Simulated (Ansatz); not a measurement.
`N[SiH]1C=CN1` → `NC1=C[SiH]1N`  (isomerisation)

Gas-phase electronic energies from Ansatz, PBE0-D4/def2-TZVP geometries. CCSD(T)/CBS is the MP2 limit (def2-TZVPP, def2-QZVPP) plus CCSD(T) − MP2 in def2-TZVPP, frozen cores. One conformer a species, not always the lowest.

```
       species  CCSD(T)/CBS(def2) energy (Eh)
`N[SiH]1C=CN1`                     -478.21183
`NC1=C[SiH]1N`                     -478.17181
```

**Question.** Work out ΔE.

**Answer.** ΔE = (-478.17181) − (-478.21183) = 0.04002 Eh = +1.09 eV.

Largest T1 diagnostic among the species: 0.013.

From PBE to PBE0 (25 % exact exchange), in def2-TZVPP and without D4, ΔE moves by +0.04 eV.
